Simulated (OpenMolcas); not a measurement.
Computed levels of 3d in ions with 19 electrons, in cm-1 above 2D 3/2.

| Item | Value |
| --- | --- |
| Program | OpenMolcas 26.06 |
| Method | CASSCF |
| Basis | ANO-RCC-VTZP |
| Scalar Hamiltonian | DKH2, point nucleus |
| Spin-orbit coupling | state interaction with AMFI integrals over the reference wave functions, term energies averaged over their components |

Active space for each ion: 1 electron in 10 orbitals (3d 4d).

| Level | Sc2+ | Ti3+ | Cr5+ | Mn6+ | Fe7+ |
| --- | --- | --- | --- | --- | --- |
| 2D 5/2 | 196 | 373 | 923 | 1329 | 1808 |

Estimate 2D 5/2 for V4+ from its neighbours Ti3+ and Cr5+.

2D 5/2 is fine structure, which grows about as the fourth power of a screened charge, so the fourth roots are averaged: ((373^0.25 + 923^0.25) / 2)^4 = 602. The calculation gives 612, so the estimate is off by -1.6 %; the measured value is 625 (Sugar and Corliss, J. Phys. Chem. Ref. Data 7, 1191 (1978)).

With one active electron outside closed inactive shells, the extra shells (4d) add no correlation to the reference. With one active electron the reference holds no correlation, so core polarisation is missing. Computed and measured levels are paired by configuration, term and J; levels that our copy of the source lacks, or whose pairing is in doubt (as where it misses far off the trend of its configuration), stay unpaired and out of the deviations. Levels of configurations outside the active space are missing.
